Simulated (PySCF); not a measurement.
PySCF input file for Si(H)(OMe)(OEt)(NMe2) (C5H15NO2Si), SMILES CCO[SiH](OC)N(C)C, B3LYP/pcSseg-1. Coordinates come from a r2SCAN-D4/def2-SVP optimisation. One conformer was computed; it need not be the lowest.

```python
import numpy as np
from pyscf import gto, scf, dft
from pyscf.prop.nmr import rks as nmr

mol = gto.M(
    atom='''
    Si   -0.52780342    0.42667391   -0.36137046
    O    -0.82053702    1.69247436    0.66551877
    C    -0.11936509    2.91695724    0.66093162
    O     1.13351486    0.31142702   -0.38128195
    C     1.84819783   -0.68517322   -1.09274712
    C     3.26431509   -0.75918861   -0.56352729
    N    -1.22799548   -1.02634333    0.22392093
    C    -2.46185933   -1.58868064   -0.27608466
    C    -0.76467172   -1.60181140    1.47035237
    H    -1.08976799    0.67141595   -1.72053204
    H     0.97329418    2.75902896    0.65912255
    H    -0.38323779    3.53467976   -0.21840615
    H    -0.39277246    3.48185622    1.56598570
    H     1.34376821   -1.66667791   -0.98686325
    H     1.85744846   -0.44272212   -2.17426265
    H     3.26365295   -1.02488788    0.50497433
    H     3.76456456    0.21553714   -0.67135117
    H     3.84803639   -1.51482907   -1.11212541
    H    -2.74461551   -1.11344636   -1.22816821
    H    -3.30463787   -1.45232997    0.43221176
    H    -2.36015403   -2.67623103   -0.46056045
    H    -1.48740144   -1.45110879    2.29753796
    H    -0.59686186   -2.69192610    1.36832533
    H     0.19037670   -1.14122188    1.76840732
    ''',
    basis='pcSseg-1',
    charge=0,
    spin=0,
    max_memory=1600,
    verbose=3,
)
mf = dft.RKS(mol, xc='b3lyp').density_fit(auxbasis='def2-universal-jkfit')
mf.grids.level = 3
mf.conv_tol = 1e-10
mf.max_cycle = 100
mf.kernel()
n = nmr.NMR(mf)
n.verbose = 2
n.max_cycle_cphf = 60
sigma = n.kernel()
print('atom   isotropic/ppm   span/ppm')
for i, s in enumerate(sigma):
    w = np.linalg.eigvalsh((s + s.T) / 2)
    print(f'{mol.atom_symbol(i):2s}{i + 1:3d} {w.mean():14.3f} {w[2] - w[0]:11.3f}')
```

Log of the run:

```
converged SCF energy = -694.321840350235
atom   isotropic/ppm   span/ppm
Si  1        384.527      49.346
O   2        296.139      97.747
C   3        126.114      79.268
O   4        267.674      83.198
C   5        117.742      68.640
C   6        158.589      36.748
N   7        221.946      74.638
C   8        140.804      64.670
C   9        142.478      62.432
H  10         27.074       8.004
H  11         27.555      10.798
H  12         27.844      10.693
H  13         27.779      11.033
H  14         27.783       8.865
H  15         27.743      10.481
H  16         30.019       8.313
H  17         29.890       8.799
H  18         30.415      10.405
H  19         28.547      10.098
H  20         28.980      12.080
H  21         29.076      11.711
H  22         29.005      11.539
H  23         29.209      10.634
H  24         28.338       9.408
```

The calculation finished and met its thresholds.
